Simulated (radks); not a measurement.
Br2+, configuration [Ar] 3d10 4s2 4p2 7s1 (not the ground configuration). Calculated with a radial shooting solver on a logarithmic mesh with Libxc functionals: scalar-relativistic Kohn-Sham, PBEsol, spin-unpolarised, spherical densities, point nucleus.

Radial electron density D(r) = 4 pi r^2 rho(r):

r (bohr),D(r) (e/bohr)
0.001679,1.143
0.00197,1.526
0.002312,2.030
0.002713,2.690
0.003183,3.546
0.003736,4.648
0.004384,6.053
0.005104,7.721
0.005989,9.889
0.007029,12.53
0.008248,15.68
0.009679,19.33
0.01136,23.43
0.01333,27.85
0.01564,32.33
0.01836,36.55
0.02154,40.09
0.02528,42.49
0.02967,43.40
0.03481,42.71
0.04085,40.68
0.04794,38.07
0.05626,36.02
0.06549,35.69
0.07686,37.79
0.09019,42.18
0.1058,47.40
0.1242,51.08
0.1458,50.97
0.1711,46.32
0.2007,38.72
0.2356,31.57
0.2764,28.14
0.3244,29.35
0.3807,32.92
0.4467,34.99
0.5243,32.84
0.6152,26.60
0.722,18.67
0.8405,12.07
0.9863,7.474
1.157,5.155
1.358,4.081
1.594,3.284
1.871,2.370
2.195,1.439
2.576,0.7175
3.023,0.2859
3.547,0.07980
4.163,0.01888
4.885,0.04360
5.733,0.06996
6.728,0.03461
9.265,0.05245
10.79,0.1403
12.66,0.1466
14.85,0.06582
17.43,0.01439
20.45,0.001543

D(r) has 5 maxima, at r = 0.0299, 0.135, 0.450, 5.73, 11.8 bohr, and minima at 0.0624, 0.285, 4.23 bohr, inside which lie 2.07, 11.02, 32.05 electrons.
